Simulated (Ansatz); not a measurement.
selenium dioxide (SMILES O=[Se]=O) moved off its minimum; all values from Ansatz (a program for electronic structure), cores frozen in correlated methods.
(charge 0, multiplicity 1)
```xyz
3

O     -1.28106    -0.71631     0.02295
Se    -0.03224     0.29015    -0.02995
O      1.36124    -0.46083     0.03354
```

Problem. Give the forces (eV/Å), the total energy and the dipole at CCSD(T)/aug-cc-pVTZ.

Solution. 
```json
[
 {"atom": "O1", "Fx": "-0.628", "Fy": "-0.297", "Fz": "0.013"},
 {"atom": "Se2", "Fx": "-0.994", "Fy": "0.984", "Fz": "-0.075"},
 {"atom": "O3", "Fx": "1.622", "Fy": "-0.687", "Fz": "0.062"}
]
```
Energy -2550.2702 hartree, dipole 2.74 D.

Doubts at one or more of the structures used: a restricted determinant that unrestricted orbitals would lower (CCSD(T)/aug-cc-pVTZ).
